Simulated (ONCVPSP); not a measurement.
**Configuration tests for Sn (ONCV)**

ONCVPSP 4.0.1 input, shortened (lines: element, Z, core and valence counts, functional; n l f; lmax; l rc ep ncon nbas qcut; lloc lpopt rc5 dvloc0; l nproj debl; icmod fcfact rcfact), PBEsol, fully relativistic:

```
  Sn 50.00    8    3  -116133      upf
    1    0    2.00
    2    0    2.00
    2    1    6.00
    3    0    2.00
    3    1    6.00
    3    2   10.00
    4    0    2.00
    4    1    6.00
    4    2   10.00
    5    0    2.00
    5    1    0.50
    2
    0    1.70    0.00    4    8    3.20
    1    2.35    0.00    3    6    3.00
    2    0.95    0.00    4    7    8.80
    4    5    0.80    0.00
    0    3    3.00
    1    2    1.60
    2    2    3.60
    3    2.75    1.80
```

Open shells are filled in proportion to 2j + 1.

Energies are relative to the spin-unpolarised reference configuration 4d10 5s2 5p0.5; without spin polarisation the order of configurations can differ from experiment.

| valence configuration | charge | ΔE all-electron (eV) | error AE − PS (meV) |
| --- | --- | --- | --- |
| 4d10 5s2 5p1 | +1 | -6.056 | -1.3 |
| 4d10 5s0 5p4 | 0 | 1.241 | -11 |

(1) What are ΔE and the potential's error for 4d10 5s2 5p2?

(2) What are ΔE and the potential's error for 4d10 5s2 5p0?

Note: ghosts flagged at negative energy: s at -1397.7 eV, s at -120.2 eV, p3/2 at -169.6 eV, p1/2 at -160.5 eV; GHOST(+) flagged for s at 383.3 eV. A true bound ghost makes a file unfit for plane-wave use.

## Answers

(1) ΔE = -12.967 eV all-electron; the error (AE − PS) is -4.7 meV.

(2) ΔE = 7.935 eV all-electron; the error (AE − PS) is -1.7 meV.
